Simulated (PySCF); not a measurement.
An unknown is described by computed data only.

Elements present: C, Ge, H and N. Monoisotopic mass: 118.9790 u.

* Dipole: 1.16 D [CAM-B3LYP/def2-SVPD]
* Rotational structure: rotational constants A, B, C: 12.234, 2.366, 2.058 GHz [PBE0-D3(BJ)/def2-SVP]
* Polarisability: 66.3 au [CAM-B3LYP/def2-SVPD]
* UV, strongest line: among the 10 lowest singlet transitions: S5 at 7.39 eV (168 nm, f = 0.338) [TDDFT CAM-B3LYP/def2-SVPD]
* 13C NMR: chemical shifts (computed TMS as zero) by class: 177.4 (1 C), 54.3 (1 C) ppm [GIAO PBE/pcSseg-2]
* XPS: C1s 291.3, C1s 291.5, N1s 404.8 eV [ΔSCF SCAN, pcX-2 on the ionised atom, pcseg-1 elsewhere, spin-free X2C]

The electronic properties come from PySCF, for the isolated species, density fitting. Levels stand in brackets. Isolated species at its PBE0-D3(BJ)/def2-SVP geometry, gas phase. The calculation (core ionisation apart) is non-relativistic and has no spin–orbit coupling, an omission that weighs most on germanium. NMR classes are plain means over equivalent atoms (diastereotopic ones count apart unless rotation or inversion swaps them), as if these changed places fast.

Problem. Which formula fits the mass and the elements?

Solution. C2H7GeN (calculated 118.9790). No other formula that holds each of these elements comes within 0.0003 u with a fitting electron parity and a possible valence count.

Problem. What is the compound? Reason from the data.

Solution. Numbering: `[CH3:1]/[N:2]=[CH:3]\[GeH3:4]`. 2 carbons fall into 2 classes; from least to most shielded: C=N carbon [C3] (177.4 ppm), N-methyl carbon [C1] (54.3 ppm). The core levels belong to: C1s 291.3 eV, C=N carbon [C3]; C1s 291.5 eV, N-methyl carbon [C1]; N1s 404.8 eV, C=N nitrogen [N2]. No core level of Ge was computed. The hole state at 291.3 eV has ⟨S²⟩ = 0.83 against 0.75, so that value is less sure. The optimised geometry has point group Cs and is an asymmetric top. Structure: `C/N=[CH]\[GeH3]`. Computed isomers that give other values at the same levels: `C=[CH][GeH2][NH2]` (core binding energies: C1s 290.2, C1s 290.5, N1s 404.3 eV); `[H]/N=[CH]\[GeH2][CH3]` (rotational constant A: 10.511 GHz; this holds for the one conformer computed). The assignments are read from this structure; whether some other isomer fits the data as well wasn't checked. NMR values of atoms bound to Ge lack the spin–orbit term that these neighbours bring.
